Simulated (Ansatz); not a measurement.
Computed with Ansatz on PBE0-D4/def2-TZVP structures; ΔE is electronic, products minus reactants. CCSD(T)/CBS is the MP2 limit (def2-TZVPP, def2-QZVPP) plus CCSD(T) − MP2 in def2-TZVPP, frozen cores. This one scheme is used for every species, atoms too. Functionals use def2-TZVPP. Anions take the def2 sets with diffuse functions and neutrals don't, so finite-basis rows favour the anion. Each species was taken in one conformer, which may not be the lowest.

Reaction (deprotonation): `O=C(O)C(F)(F)F` → `O=C([O-])C(F)(F)F` + H⁺

CCSD(T)/CBS gives +1394.4 kJ/mol.

Another level gave +1370.4 kJ/mol. Which?
A. RPA@PBE/def2-TZVPP
B. PBE/def2-TZVPP
C. CCSD/def2-TZVPP
D. PBE-QIDH/def2-TZVPP

C. CCSD/def2-TZVPP 1370.4, PBE-QIDH 1378.1, PBE 1364.8, RPA@PBE/def2-TZVPP 1354.6 kJ/mol.

Largest T1 diagnostic among the species: 0.016.

At CCSD(T), def2-SVP lies −253.2 kJ/mol from the extrapolated value and def2-TZVPP −36.1 kJ/mol. From PBE to PBE0 (25 % exact exchange), in def2-TZVPP and without D4, ΔE moves by +17.5 kJ/mol. In def2-TZVPP, CCSD(T) changes the Hartree–Fock value by −49.3 kJ/mol (the triples alone add −12.1 kJ/mol) and MP2 by −58.2 kJ/mol.
